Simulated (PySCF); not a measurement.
B3H5N3, SMILES [B]1NBNBN1 (connectivity only; charge and spin as stated), charge +1, multiplicity 1. The structure is a stationary point at B3LYP-D3(BJ)/def2-SVP. The multiplicity is an assumed one; no other spin state was optimised. The isomer is the one that the SMILES or the coordinates give; other isomers of the formula were not compared.

These are B3LYP-D3(BJ)/def2-SVP in PySCF values and carry that method's errors.

Harmonic wavenumbers (cm⁻¹): 292, 342, 466, 471, 510, 512, 608, 736, 803, 895, 898, 899, 923, 959, 1014, 1024, 1117, 1233, 1264, 1334, 1429, 1817, 2723, 2726, 3580, 3619, 3625. Rotational constants (GHz): 6.310, 4.955, 2.775; symmetry number 2.

Work out the zero-point energy and the ideal-gas rigid-rotor harmonic-oscillator thermochemistry at 298.15 K and 1 atm.

ZPE = ½ Σ hcν = ½ × 35817 cm⁻¹ = 214.24 kJ/mol. H − E(el) = 230.60 kJ/mol. Entropy in J/(mol K): translation 163.32, rotation 101.84, vibration 30.64, total 295.80. G − E(el) = 142.41 kJ/mol. Cp = 95.12 J/(mol K).
